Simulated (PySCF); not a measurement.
Zr(Cl)4 cation (Cl4Zr), SMILES [Cl][Zr]([Cl])([Cl])[Cl] (connectivity only; charge and spin as stated), charge +1, multiplicity 2. Atoms are numbered in the order given.

```xyz
5

Zr     0.0000     0.0000     0.0000
Cl    -1.3915     1.3915     1.2785
Cl    -1.3915    -1.3915    -1.2785
Cl     1.3915     1.3915    -1.2785
Cl     1.3915    -1.3915     1.2785
```
Charge +1, spin multiplicity 2.

Coordinates come from a B3LYP-D3(BJ)/def2-SVP optimisation. A frequency run showed that this geometry is not a minimum. The spin state was assumed, not searched. The isomer is the one that the SMILES or the coordinates give; other isomers of the formula were not compared. The def2 effective core potentials stand for the cores of Zr; spin–orbit coupling is left out.

These are M06-2X/def2-TZVP (PySCF) values and carry that method's errors.

Atomic charges (e):

| atom | Löwdin | Mulliken | Mulliken spin |
|---|---|---|---|
| Zr1 | -0.35 | 1.25 | -0.21 |
| Cl2 | 0.34 | -0.06 | 0.30 |
| Cl3 | 0.34 | -0.06 | 0.30 |
| Cl4 | 0.34 | -0.06 | 0.30 |
| Cl5 | 0.34 | -0.06 | 0.30 |
